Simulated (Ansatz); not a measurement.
`[SiH3]BS[SiH3]` + `[OH][In]([F])[F]` → `[F][In]([F])[O][SiH3]` + `BS[SiH3]`  (cleavage of the Si–B bond)

Gas-phase electronic energies from Ansatz, PBE0-D4/def2-TZVP geometries. CBS: MP2 limit from def2 TZ/QZ plus the TZ coupled-cluster correction, frozen cores. Functionals use def2-TZVPP. Elements past krypton have def2 core potentials. For In outer-core shells are correlated without core-valence functions, which leaves a few kJ/mol of doubt a bond. Each species was taken in one conformer, which may not be the lowest.

| level | ΔE (kJ/mol) |
| --- | --- |
| PBE-D4 | -78.5 |
| r2SCANh | -102.1 |

Question: What does CCSD(T)/CBS give? (An estimate is asked.)

Answer: Computed: -108.1 kJ/mol. The listed levels differ from it by 29.6, 6.0 kJ/mol.

Largest T1 diagnostic among the species: 0.018.

From PBE to PBE0 (25 % exact exchange), in def2-TZVPP and without D4, ΔE moves by −11.4 kJ/mol. In def2-TZVPP, CCSD(T) changes the Hartree–Fock value by +32.1 kJ/mol (the triples alone add +4.6 kJ/mol) and MP2 by +25.8 kJ/mol. At CCSD(T), def2-SVP lies +3.0 kJ/mol from the extrapolated value and def2-TZVPP +0.2 kJ/mol.
